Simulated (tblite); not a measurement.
Input of a run (GFN2-xTB geometry optimisation, gas phase (tblite 0.8.0)), started from a force field or distance geometry:
```
{"job": {"kind": "relax", "xc": "GFN2-xTB", "basis": "xTB"}, "charge": 0, "multiplicity": 2}
C      4.005000    -0.330500     0.893800
C      2.824800    -0.439000     0.579400
C      1.471500    -0.566300     0.234400
C      0.292400    -0.652200    -0.063800
C     -1.142600    -0.762100    -0.383500
N     -1.958500     0.084400     0.467800
C     -2.416200     1.381700     0.090300
O     -3.636200     1.668600     0.314900
H      5.031300    -0.227600     1.146700
H     -1.472900    -1.818300    -0.205200
H     -1.237000    -0.450200    -1.441900
H     -1.760200     2.110900    -0.364800
```

Output (eV, eV/Å):
```
step      E/eV     max force
  0    -588.41261    5.570
  1    -588.82515    4.140
  2    -589.03049    2.586
  3    -589.10046    2.204
  4    -589.17462    1.326
  5    -589.21552    0.653
  6    -589.22132    1.669
  7    -589.24089    0.367
  8    -589.24979    0.397
  9    -589.26949    0.383
 10    -589.27633    0.265
 11    -589.28502    0.279
 12    -589.29516    0.445
 13    -589.31083    0.507
 14    -589.32799    0.381
 15    -589.34255    0.333
 16    -589.35218    0.360
 17    -589.36068    0.393
 18    -589.36861    0.263
 19    -589.37361    0.232
 20    -589.37599    0.245
 21    -589.37806    0.179
 22    -589.38063    0.135
 23    -589.38469    0.210
 24    -589.38723    0.211
 25    -589.39038    0.190
 26    -589.39380    0.220
 27    -589.39781    0.223
 28    -589.40035    0.138
 29    -589.40137    0.102
 30    -589.40195    0.092
 31    -589.40278    0.122
 32    -589.40366    0.129
 33    -589.40432    0.090
 34    -589.40475    0.055
 35    -589.40518    0.063
 36    -589.40590    0.119
 37    -589.40719    0.156
 38    -589.40903    0.163
 39    -589.41117    0.144
 40    -589.41376    0.155
 41    -589.41704    0.146
 42    -589.42050    0.167
 43    -589.42306    0.198
 44    -589.42432    0.260
 45    -589.42574    0.116
 46    -589.42686    0.091
 47    -589.42809    0.077
 48    -589.42896    0.112
 49    -589.42973    0.074
 50    -589.43031    0.061
 51    -589.43075    0.059
 52    -589.43123    0.086
 53    -589.43182    0.092
 54    -589.43261    0.082
 55    -589.43369    0.099
 56    -589.43466    0.084
 57    -589.43517    0.059
 58    -589.43548    0.048
 59    -589.43587    0.052
 60    -589.43635    0.088
 61    -589.43709    0.118
 62    -589.43791    0.090
 63    -589.43878    0.076
 64    -589.43974    0.106
 65    -589.44087    0.124
 66    -589.44189    0.136
 67    -589.44287    0.136
 68    -589.44400    0.117
 69    -589.44605    0.127
 70    -589.44703    0.119
 71    -589.44844    0.091
 72    -589.44901    0.148
 73    -589.44960    0.092
 74    -589.45002    0.076
 75    -589.45071    0.089
 76    -589.45120    0.087
 77    -589.45158    0.067
 78    -589.45183    0.056
 79    -589.45208    0.054
 80    -589.45235    0.058
 81    -589.45254    0.050
 82    -589.45273    0.060
 83    -589.45291    0.048
 84    -589.45306    0.025
 85    -589.45312    0.014
 86    -589.45314    0.011
 87    -589.45315    0.010
 88    -589.45317    0.013
 89    -589.45318    0.012
 90    -589.45319    0.008
```

Q: Summarise the run.

A: The energy falls by 24.0 kcal/mol over 90 L-BFGS steps, the largest force on an atom goes from 5.57 to 0.008 eV/Å, and the atoms move by 0.543 Å rms after alignment. The bond that changes most is N6–C7 (ends: nitrogen bonded to 2 C; carbon bonded to N, O and H), which shortens by 0.145 Å. Bonds longer at the end by more than 0.005 Å: 1 of 11; shorter: 10. Among the angles that change most is N6–C7–O8, from 117.8° to 134.1°. Among the dihedrals that turn most is H11–C5–N6–C7, from -21° to -80°. The energy never rose by more than 1e-5 eV on the way. The first step brought 40 % of the lowering.

Q: What are the final bond lengths?

A: C1≡C2 1.205 Å, C2–C3 1.357 Å, C3≡C4 1.209 Å, C4–C5 1.447 Å, C5–N6 1.418 Å, N6–C7 1.282 Å, C7=O8 1.210 Å, C1–H9 1.049 Å, C5–H10 1.099 Å, C5–H11 1.102 Å, C7–H12 1.143 Å. Numbering counts from 1 in the input's order; the species is `C#CC#CC[N]C=O` [radical].

On one thread of an Arm Neoverse V1, shared host, this took 0.49 s.

Its GFN2-xTB frequencies are all real (lowest 47 cm⁻¹). 3 starts were optimised and ended at 0.00, 4.44 and 6.22 kcal/mol (GFN2-xTB); the lowest of these is shown.

One conformer stands for the species.

All values are computed, not measured.
